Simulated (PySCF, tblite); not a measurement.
Isomers of C4H10O2Si. Method: GFN2-xTB as coded in tblite; computed harmonic values from a numerical Hessian at the method's own geometry, unscaled. This tight-binding method is rough: wavenumbers can miss measured ones by several per cent, in bad cases by 10 to 20. Modes of hydrogen on silicon can be 10 to 20 % off. One conformer each.

Electronic energies: PBE0/pcSseg-1 single points on the GFN2-xTB geometries (PySCF, gas phase).

```tsv
SMILES	electronic energy, lowest = 0 (kJ/mol)
CCC(=O)OC[SiH3]	174.5
C=C(CC)O[SiH2]O	42.9
CC1([SiH](O)O)CC1	0.0
```

**Question.** How do GFN2-xTB zero-point energies change the relative energies?

**Answer.** 
```json
{"SMILES": "CC1([SiH](O)O)CC1", "ZPE (kJ/mol)": "352.9", "of it from modes above 1550 cm⁻¹": "185.3", "electronic (kJ/mol)": "0.0", "with ZPE, lowest = 0 (kJ/mol)": "0.0", "lowest mode (cm⁻¹)": "31", "rings": "1"}
{"SMILES": "C=C(CC)O[SiH2]O", "ZPE (kJ/mol)": "346.1", "of it from modes above 1550 cm⁻¹": "188.0", "electronic (kJ/mol)": "42.9", "with ZPE, lowest = 0 (kJ/mol)": "36.0", "lowest mode (cm⁻¹)": "33", "rings": "0"}
{"SMILES": "CCC(=O)OC[SiH3]", "ZPE (kJ/mol)": "343.1", "of it from modes above 1550 cm⁻¹": "176.5", "electronic (kJ/mol)": "174.5", "with ZPE, lowest = 0 (kJ/mol)": "164.7", "lowest mode (cm⁻¹)": "20", "rings": "0"}
```

The zero-point energies span 9.8 kJ/mol, from `CCC(=O)OC[SiH3]` to `CC1([SiH](O)O)CC1`. The order is unchanged.

**Question.** And how do the electronic energies of GFN2-xTB itself compare?

**Answer.** `CC1([SiH](O)O)CC1` 30.4; `C=C(CC)O[SiH2]O` 0.0; `CCC(=O)OC[SiH3]` 182.7 kJ/mol, lowest = 0. Against the energies above, taken from the same isomer `CC1([SiH](O)O)CC1`, the largest difference is 73.3 kJ/mol.
